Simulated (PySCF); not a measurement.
The numbers are results of B3LYP-D3(BJ)/def2-TZVP // M06-2X/def2-TZVP in PySCF, not measurements. Isolated molecules, 0 K electronic values unless said otherwise. One relaxed conformer stands for a flexible species; it need not be the lowest. B3LYP has the VWN-RPA correlation part, as in Gaussian. Delta-SCF ions had no search for a lower state. 

Reference species (SMILES): `C=C(CC)B` (neutral, multiplicity 1).

```json
{
 "vertical ionisation energy (Delta-SCF)": "9.97 eV",
 "S1 oscillator strength": "0.002"
}
```

Changed species: `C(/C=C\C)B`.

Task: What does the change do to the vertical ionisation energy (Delta-SCF) and S1 oscillator strength?

Result: the vertical ionisation energy (Delta-SCF) drops by 0.80 eV, to 9.17 eV; the S1 oscillator strength hardly moves.
